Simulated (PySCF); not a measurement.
A barrier at the coupled-cluster level

Start structure (GeH$_{4}$SO, closed shell), relaxed at PBE0-D4/def2-TZVP:

```xyz
7
angstrom
Ge -0.2455 0.3332 0.4194
S 1.8323 0.3269 -0.3594
O -1.2999 -0.6794 -0.5902
H -1.2181 -0.4705 -1.5241
H -0.6749 1.8082 0.3752
H -0.3490 -0.3045 1.8069
H 2.0193 -0.9815 -0.1185
```

The step: GeH₄SO ([OH][GeH2][SH]) → GeH₂O ([O][GeH2]) + H₂S (still joined by a long Ge–S bond); bonds formed: S2–H4; bonds broken: O3–H4; bonds weakened to dative contacts: Ge1–S2. Computed with PySCF 2.14 with density fitting (its default auxiliary sets; JK sets also for MP2 and CCSD(T)) (basis: def2-TZVPP and def2-QZVPP); correlated methods freeze the cores. Filled d shells of the heavier atoms are correlated. The def2 sets are not built for correlating such inner shells, so the correlated values are less sure here. Extrapolation: Hartree–Fock as exp(−7.88 √X), correlation as X^−2.97. Energies below are by CCSD(T) at an estimated basis limit (MP2 extrapolated from triple and quadruple zeta, plus CCSD(T) − MP2 in triple zeta).

What are the electronic barrier and the energy of the step, from the start structure to the end structure? (Judge from chemistry; the value comes from the calculation.)

Computed: Barrier 2.523 eV; step energy 2.410 eV (uphill); reverse barrier, their difference, 0.113 eV. Barrier and step energy count from the start structure, the reverse barrier from the end structure.

The saddle point: One imaginary mode of 380i cm⁻¹.
```tsv
pair	start (Å)	saddle (Å)	end (Å)
S2–H4	3.36	1.41	1.34
Ge1–S2	2.22	2.57	2.69
O3–H4	0.96	1.79	3.07
```

Zero-point energy (harmonic, PBE0-D4): ZPE is 1.066 eV at the start and 0.931 eV at the saddle, so the barrier goes from 2.523 to 2.388 eV.

First-order rate constant out of the start structure at 498 K by transition-state theory, with harmonic vibrational free energies alone and no tunnelling: ΔA‡ = 2.419 eV, so k = (kB T/h) exp(−ΔA‡/kB T) ≈ 10^-11 s⁻¹ (an order of magnitude at best: rotation, the number of equivalent paths and anharmonicity are left out).

The T1 diagnostic stays at or below 0.020.

Labels in which every atom is bracketed show which atoms are joined, not bond orders.

For scale, one of the runs: CCSD(T)/def2-TZVPP, 177 basis functions, launched by `OMP_NUM_THREADS=4 python run.py`. Time: 6.2 min of wall clock on 4 CPU threads of an Arm Neoverse V2; the host was shared. Peak host memory: 1.9 GiB.
